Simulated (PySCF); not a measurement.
## Radial density of Ar⁺ (argon, charge +1)

LDA, [Ne] 3s2 3p5, 2P determinant. Calculation: PySCF 2.14, in 6-31G*; no relativity, point nucleus.

| r (bohr) | 4πr²ρ (e/bohr) | 4πr²(ρα − ρβ) |
| --- | --- | --- |
| 0.00160 | 0.1144 | 0.0000 |
| 0.00269 | 0.3160 | 0.0000 |
| 0.00452 | 0.8428 | 0.0000 |
| 0.00761 | 2.122 | 0.0001 |
| 0.0128 | 4.998 | 0.0002 |
| 0.0215 | 10.33 | 0.0008 |
| 0.0362 | 17.39 | 0.0036 |
| 0.0609 | 20.86 | 0.0164 |
| 0.102 | 16.55 | 0.0624 |
| 0.172 | 15.41 | 0.1496 |
| 0.290 | 21.07 | 0.1429 |
| 0.488 | 11.89 | 0.0001 |
| 0.820 | 4.368 | 0.3965 |
| 1.38 | 5.190 | 0.7359 |
| 2.32 | 1.383 | 0.2047 |
| 3.90 | 0.06473 | 0.0087 |
| 6.57 | 2.768e-05 | 0.0000 |
